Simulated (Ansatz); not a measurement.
FGaH$_{4}$OSi$_{2}$ (`O[Si@@H]1[GaH][Si@H]1F`) at its PBE0-D4/def2-TZVP geometry, where that method's forces vanish. Charge 0, multiplicity 1.

```json
{"atom": "O1", "x (Å)": "0.6997", "y (Å)": "2.2953", "z (Å)": "-0.0813"}
{"atom": "Si2", "x (Å)": "0.2299", "y (Å)": "0.8227", "z (Å)": "-0.6539"}
{"atom": "Ga3", "x (Å)": "-1.5864", "y (Å)": "-0.7655", "z (Å)": "-0.0620"}
{"atom": "Si4", "x (Å)": "0.6927", "y (Å)": "-1.2944", "z (Å)": "0.0060"}
{"atom": "F5", "x (Å)": "1.9319", "y (Å)": "-2.2901", "z (Å)": "0.2330"}
{"atom": "H6", "x (Å)": "0.8215", "y (Å)": "2.3634", "z (Å)": "0.8680"}
{"atom": "H7", "x (Å)": "0.1735", "y (Å)": "1.0276", "z (Å)": "-2.1252"}
{"atom": "H8", "x (Å)": "-3.0323", "y (Å)": "-1.1532", "z (Å)": "0.4135"}
{"atom": "H9", "x (Å)": "0.0694", "y (Å)": "-1.0058", "z (Å)": "1.4019"}
```

(1) For each bond, give half the difference of the two atoms' forces along it (eV/Å; positive pushes the atoms apart) under PBE-D4, r2SCAN-D4, B3LYP-D4, ωB97M-V in def2-TZVPP. (Best estimate.)

Results:

(1) Computed: 
```tsv
bond	length (Å)	PBE-D4	r2SCAN-D4	B3LYP-D4	ωB97M-V
O1–Si2	1.648	0.35	0.12	0.09	0.12
O1–H6	0.959	0.35	0.01	-0.02	-0.06
Si2–Ga3	2.484	-0.10	-0.05	0.13	0.01
Si2–Si4	2.265	-0.31	-0.09	0.05	-0.05
Si2–H7	1.487	0.09	-0.03	-0.16	-0.15
Ga3–Si4	2.341	-0.14	-0.10	0.08	0.00
Ga3–H8	1.571	0.03	-0.04	-0.10	-0.14
Si4–F5	1.606	0.54	0.12	0.14	0.12
Si4–H9	1.556	0.11	-0.03	-0.08	-0.11
```

B3LYP here is the variant with VWN-RPA as its local correlation; programs differ in this.
